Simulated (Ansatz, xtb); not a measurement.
**A geometry optimisation of F3NSi2 with r2SCAN-D4/def2-SVP**

The starting geometry of this gas-phase singlet was built from a drawn formula by distance geometry and a force field; its bonds are those of `F[Si]1=N[Si]1(F)F`.

```
atom    x (Å)    y (Å)    z (Å)
   F  -2.1848   2.5558  -0.9528
   F  -0.4522  -0.4467  -2.5718
   F  -0.0050  -1.5335  -0.1770
   N  -2.2538  -0.1271  -0.6677
  Si  -1.6890   1.3891  -0.0443
  Si  -0.5595  -0.2799  -0.9888
```

Q: Predict what it relaxes into with r2SCAN-D4/def2-SVP.

A: A bond breaks, leaving `F[Si]N=[Si](F)F`. Contacts that open: Si5–Si6 (2.23 → 3.27 Å).

The energy falls by 1.89 eV over 27 steps:

| step | E − E(last) (eV) |
| --- | --- |
| 1 | 1.885 |
| 4 | 0.557 |
| 7 | 0.387 |
| 10 | 0.343 |
| 13 | 0.190 |
| 15 | 0.094 |
| 18 | 0.011 |
| 21 | 0.001 |
| 24 | 0.000 |
| 27 | 0.000 |

Final geometry (Å):

```xyz
6

F    -3.1914    2.2929   -0.2628
F    -0.4336   -1.3406   -2.5931
F    -0.1289   -1.8091   -0.1323
N    -1.1734    0.7459   -0.8107
Si   -1.5593    2.3667   -0.4542
Si   -0.6575   -0.6982   -1.1492
```

From the same start GFN2-xTB reaches the same bonding as this run.

The end wasn't checked by frequencies. Run with Ansatz 0.2.0, 61 s on 2 threads of Intel(R) Xeon(R) Platinum 8259CL CPU @ 2.50GHz (Skylake/Cascade Lake), on a shared host.
